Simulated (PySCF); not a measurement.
Geometry (Å), atoms numbered from 1 in this order:
```xyz
22

C     3.5289    0.7076   -0.2578
C     2.7641   -0.5321    0.1565
O     1.4817   -0.2472    0.6821
C     0.4708   -0.1656   -0.2109
F     0.5932    0.9926   -0.9748
O    -0.6821   -0.1424    0.4908
C    -1.8886   -0.2299   -0.2652
C    -2.8376   -1.1109    0.5205
C    -2.4447    1.1574   -0.5298
H     3.0380    1.2175   -1.0975
H     4.5530    0.4373   -0.5576
H     3.5897    1.4144    0.5827
H     2.6707   -1.2377   -0.6915
H     3.2989   -1.0619    0.9594
H     0.5001   -0.9904   -0.9592
H    -1.6607   -0.7189   -1.2327
H    -2.4050   -2.1100    0.6735
H    -3.0322   -0.6672    1.5087
H    -3.7966   -1.2189   -0.0073
H    -3.3823    1.0969   -1.1028
H    -2.6519    1.6659    0.4242
H    -1.7221    1.7620   -1.0931
```

Geometry: PBE0-D3(BJ)/def2-SVP; GIAO shifts from PySCF 2.14.0 with density-fitted response routines, gas phase, non-relativistic, averaged over equivalent atoms.

At B97-2/pcSseg-1 (218 basis functions, 36 s wall time on 1 thread of an Arm Neoverse V1, shared host):
```
      atoms  δ (ppm)
         C4    124.0
         C7     71.8
         C2     66.2
         C9     24.8
         C8     24.6
         C1     19.1
         O6    134.8
         O3    116.0
         F5    -85.6
        H15     5.28
        H14     3.91
        H16     3.41
        H13     3.36
H10/H11/H12     1.32
H20/H21/H22     1.31
H17/H18/H19     1.19
```

References, each an isolated molecule treated in the same way: 13C (183.69 ppm), 1H (31.38 ppm) vs TMS; 17O (331.62 ppm) vs H2O; 19F (178.12 ppm) vs CFCl3.

What do these become at PBE0/pcSseg-1?

Results:


| atoms | δ at PBE0/pcSseg-1 | change |
| --- | --- | --- |
| C4 | 125.7 | +1.7 |
| C7 | 72.2 | +0.4 |
| C2 | 66.5 | +0.3 |
| C9 | 24.9 | +0.1 |
| C8 | 24.7 | +0.1 |
| C1 | 18.8 | -0.3 |
| O6 | 138.7 | +3.9 |
| O3 | 118.9 | +2.9 |
| F5 | -84.4 | +1.2 |
| H15 | 5.26 | -0.02 |
| H14 | 3.93 | +0.02 |
| H16 | 3.41 | +0.00 |
| H13 | 3.36 | +0.00 |
| H10/H11/H12 | 1.32 | +0.00 |
| H20/H21/H22 | 1.30 | -0.01 |
| H17/H18/H19 | 1.18 | -0.01 |

Scale: 13C (184.41 ppm) and 1H (31.27 ppm) against TMS; 17O (334.56 ppm) vs H2O; 19F (177.25 ppm) vs CFCl3 (reference shieldings calculated alike).

The largest change is at O6 (ether oxygen). Cost: 218 basis functions, 41 s wall time on 1 thread of an Arm Neoverse V1, shared host. The order of the carbon signals is the same at both levels.

Unscaled 19F shifts against computed CFCl3 carry errors that often reach 10 to 50 ppm. Experimental scales use liquid or dissolved standards, which lie at an offset from isolated H2O (liquid H2O: subtract about 36 ppm).
